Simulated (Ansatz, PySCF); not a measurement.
Here is a job for Ansatz (a first-principles code).
Ansatz 0.2 input:
```yaml
crystal:
  periodic: [false, false, false]
  atoms:
    - {symbol: Be, position_ang: [0.85852233, -0.70764012, 0.71422992]}
    - {symbol: Cl, position_ang: [0.82809637, 0.31174954, -0.97443787]}
    - {symbol: Cl, position_ang: [-1.03010162, -0.14524598, 0.80638377]}
basis:
  gaussian:
    orbitals: def2-SVPD
hamiltonian:
  xc: {name: BHLYP}
magnetization: {spin_polarized: true, initial_magnetization: 2}
accuracy: high
```

### Question
Give the equivalent PySCF input.

### Answer
One answer among several that fit: 
```python
from pyscf import gto, scf, dft

mol = gto.M(
    atom='''
Be    0.85852233   -0.70764012    0.71422992
Cl    0.82809637    0.31174954   -0.97443787
Cl   -1.03010162   -0.14524598    0.80638377
''',
    basis='def2-svpd',
    spin=2,
    verbose=4,
)

mf = dft.UKS(mol)
mf.xc = 'bhandhlyp'
mf.grids.atom_grid = (99, 590)
mf.grids.prune = None
mf.kernel()
```

Both were run: Ansatz gave -934.814834 Eh and PySCF -934.814835 Eh, 0.001 mEh apart.
